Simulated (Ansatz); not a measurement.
Basis-set series for CH3BClI, SMILES `CB(Cl)I`. Total charge 0; spin multiplicity 1. I: def2 effective core potential. All single points use the PBE0-D4/def2-TZVP geometry.

```tsv
functional	basis	functions	energy (Eh)	HOMO (eV)	LUMO (eV)
PBE0-D4	def2-SVP	87	-822.33263	-7.50	-1.44
PBE0-D4	def2-TZVPP	196	-822.56783	-7.60	-1.58
ωB97M-V	def2-SVP	87	-822.47085	-9.61	0.63
ωB97M-V	def2-TZVPP	196	-822.70901	-9.74	0.45
```

Problem. Give the rows for def2-QZVPP. (Best estimate.)

Solution. Computed: 
| functional | basis | functions | energy (Eh) | HOMO (eV) | LUMO (eV) |
| --- | --- | --- | --- | --- | --- |
| PBE0-D4 | def2-QZVPP | 356 | -822.58594 | -7.62 | -1.62 |
| ωB97M-V | def2-QZVPP | 356 | -822.72618 | -9.77 | 0.40 |

Positive LUMOs are unbound and depend on the basis.
